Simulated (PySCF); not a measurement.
FGeH4NO2, SMILES [F][Ge]([OH])([NH2])[OH].

Geometry: PBE0-D3(BJ)/def2-SVP. Other conformers were not sampled.

Calculation: PBE0-D3(BJ)/def2-SVP in PySCF.

Frequencies are harmonic and unscaled.

```tsv
mode	ν (cm⁻¹)	IR (km/mol)	Raman (Å⁴/amu)	depolarisation	moving atoms (share of kinetic energy)
1	104	10.6	1.2	0.75	H 63 %, O 23 %, F 10 %
2	178	0.0	0.4	0.75	H 59 %, N 23 %, O 13 %
3	191	3.7	1.5	0.75	O 46 %, F 28 %, N 17 %, H 8 %
4	231	109.3	0.3	0.65	H 42 %, O 24 %, Ge 17 %, N 13 %
5	248	4.1	1.7	0.75	H 37 %, F 20 %, Ge 18 %, O 14 %, N 10 %
6	271	21.7	2.2	0.71	O 37 %, Ge 25 %, F 20 %, H 12 %
7	299	123.1	2.7	0.75	H 66 %, O 24 %
8	313	109.0	0.1	0.75	H 58 %, O 23 %, F 17 %
9	396	195.7	1.7	0.02	H 71 %, N 25 %
10	699	21.0	12.1	0.00	F 58 %, O 24 %, N 11 %
11	732	89.5	5.4	0.16	O 57 %, F 20 %, Ge 18 %
12	768	151.5	2.4	0.75	O 75 %, Ge 21 %
13	785	73.5	3.8	0.53	N 55 %, Ge 21 %, H 14 %
14	860	1.6	0.1	0.75	H 85 %
15	900	135.9	2.4	0.75	H 86 %
16	926	76.8	2.2	0.65	H 86 %, O 9 %
17	1530	40.5	3.3	0.75	H 90 %, N 10 %
18	3613	42.4	101.4	0.10	H 96 %
19	3726	58.7	58.5	0.75	H 91 %, N 9 %
20	3901	68.4	58.1	0.75	H 94 %
21	3903	124.1	125.4	0.12	H 94 %
```
